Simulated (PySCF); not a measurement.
# Field gradients at the hydrogen positions

Species: C7H9O2PS.
Cartesian coordinates in Å at the GFN2-xTB level; atoms count from 1:
```
atom  x, y, z in Å
C1     1.9974    1.3258   -0.8602
C2     1.9608    0.0056   -0.8714
C3     1.7142   -0.8276    0.3338
P4    -0.0098   -1.4802    0.3418
O5    -0.3263   -2.4153    1.4271
O6    -0.1324   -2.1824   -1.1083
C7    -1.0925   -0.0390    0.2368
C8    -1.8256    0.4401    1.3504
C9    -2.5524    1.5432    1.0518
S10   -2.3524    2.0224   -0.5899
C11   -1.2781    0.7196   -0.8782
H12    2.1509    1.8997   -1.7580
H13    1.8806    1.8884    0.0522
H14    2.0720   -0.5407   -1.7979
H15    1.8402   -0.2572    1.2556
H16    2.3638   -1.7057    0.3662
H17   -0.5623   -3.0306   -0.9807
H18   -1.8009   -0.0438    2.3097
H19   -3.2020    2.1105    1.6880
H20   -0.8503    0.5778   -1.8500
```

Level: PBE0/pcSseg-1 (PySCF, non-relativistic); Q(2H) = 0.00286 b; rigid geometry, the same for H and D, with no vibrational averaging.

Problem. Rank these positions by the coupling χzz of a deuteron there, largest first.
A. H17 (hydroxyl hydrogen)
B. H16 (methylene hydrogen)
C. H14 (vinylic hydrogen)
D. H13 (vinylic hydrogen)
E. H20 (aromatic hydrogen)

Solution. A (322 kHz), E (231 kHz), D (224 kHz), C (217 kHz), B (204 kHz).

Problem. Tabulate Vzz, the asymmetry η and χzz = 234.96 MHz × Q × Vzz for every hydrogen position.

Solution. 
```json
{"atom": "H12", "bonded to": "C1", "bond length (Å)": "1.077", "Vzz (au)": "0.3385", "η": "0.05", "χzz (kHz)": "227"}
{"atom": "H13", "bonded to": "C1", "bond length (Å)": "1.078", "Vzz (au)": "0.3337", "η": "0.06", "χzz (kHz)": "224"}
{"atom": "H14", "bonded to": "C2", "bond length (Å)": "1.081", "Vzz (au)": "0.3236", "η": "0.06", "χzz (kHz)": "217"}
{"atom": "H15", "bonded to": "C3", "bond length (Å)": "1.091", "Vzz (au)": "0.3048", "η": "0.02", "χzz (kHz)": "205"}
{"atom": "H16", "bonded to": "C3", "bond length (Å)": "1.093", "Vzz (au)": "0.3034", "η": "0.01", "χzz (kHz)": "204"}
{"atom": "H17", "bonded to": "O6", "bond length (Å)": "0.959", "Vzz (au)": "0.4796", "η": "0.10", "χzz (kHz)": "322"}
{"atom": "H18", "bonded to": "C8", "bond length (Å)": "1.075", "Vzz (au)": "0.3357", "η": "0.06", "χzz (kHz)": "226"}
{"atom": "H19", "bonded to": "C9", "bond length (Å)": "1.072", "Vzz (au)": "0.3467", "η": "0.09", "χzz (kHz)": "233"}
{"atom": "H20", "bonded to": "C11", "bond length (Å)": "1.071", "Vzz (au)": "0.3442", "η": "0.09", "χzz (kHz)": "231"}
```

Problem. Average by the element that carries the hydrogen.

Solution. on C: 221 kHz over 8 positions, mean bond length 1.080 Å; on O: 322 kHz over 1 position, mean bond length 0.959 Å.

Problem. How does χzz go with the bond length over the 8 C–H bonds?

Solution. A straight-line fit has a slope of -13.5 kHz for each 0.01 Å, with a correlation coefficient of -0.99, over lengths from 1.071 to 1.093 Å. The longer bonds have the smaller couplings here.

One conformer (not necessarily the lowest) at the GFN2-xTB geometry, without solvent, vibrations or thermal averaging. GFN2-xTB bond lengths can be off by several hundredths of an ångström, more for odd bonds, and the gradients follow them. The basis is small and wasn't made for field gradients, so the couplings can be 20 % off.
